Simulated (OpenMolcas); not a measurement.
# F3+: Slater's ratio, the spin-orbit constant, worked from levels

- Program: OpenMolcas 26.06
- Basis: ANO-RCC [8s7p4d3f2g]
- Scalar Hamiltonian: DKH2, point nucleus
- Active space: 2 electrons in 9 orbitals (RAS2 2p; RAS3 3s 3d, at most 1 electron)
- State averaging: 2S+1 = 3 even, 3 roots; 2S+1 = 1 even, 6 roots
- Spin-orbit coupling: state interaction with AMFI integrals over the reference wave functions, term energies averaged over their components

Methods: RASSCF; SS-RASPT2, IPEA 0.25 Eh, imaginary shift 0.1 Eh (closed shells correlated: 1s 2s). Measured levels: Moore, Atomic Energy Levels, vol. I, NSRDS-NBS 35 (1971 reprint of NBS Circular 467, 1949).

**Slater's ratio.** With one set of orbitals, p2 has 1D - 3P = 6 F2 and 1S - 1D = 9 F2 (F2 = F²/25), a ratio of 3/2. Term energies are centres of gravity, weighted by 2J + 1.

```csv
Source,1D - 3P,1S - 3P,F2 from the first,Ratio
RASSCF,27416,68081,4569,1.483
SS-RASPT2,25073,59147,4179,1.359
measured,24825,53128,4138,1.140
```

Energies in cm-1. A ratio away from 3/2 shows effects beyond one configuration with one set of orbitals, and in heavier atoms second-order spin-orbit shifts.

**The spin-orbit constant.** For the Hund term 3P of p2, E(J) = (A/2) J(J+1) + constant and ζ = 2S·A = 2A. From J = 0 to J = 2 the energy changes by 3 A.

| Source | E(2) - E(0) | A | ζ |
| --- | --- | --- | --- |
| RASSCF | 656.7 | 218.9 | 438 |
| SS-RASPT2 | 657.2 | 219.1 | 438 |
| measured | 613.4 | 204.5 | 409 |

All in cm-1. SS-RASPT2 is off by +7.1 % and RASSCF by +7.1 %. Both methods take the spin-orbit matrix elements from the reference wave functions, so the second can move ζ only through the term energies and any multistate remixing. Second-order mixing with other terms is absorbed into this ζ.

CASPT2 breaks the degeneracy within a term, and the mean is taken; among the terms shown or strongly mixed into the levels shown the widest spread is 63 cm-1 (2s2 2p2 1D, SS-RASPT2). With the s shell closed, the reference lacks s² → p² mixing. Measured partners are found by configuration, term and J. A level has none where our copy of the source lacks it or the pairing is in doubt (some pairs that miss far off the trend of their configuration count as doubtful), and it then counts in no deviation. Only configurations of the active space appear.
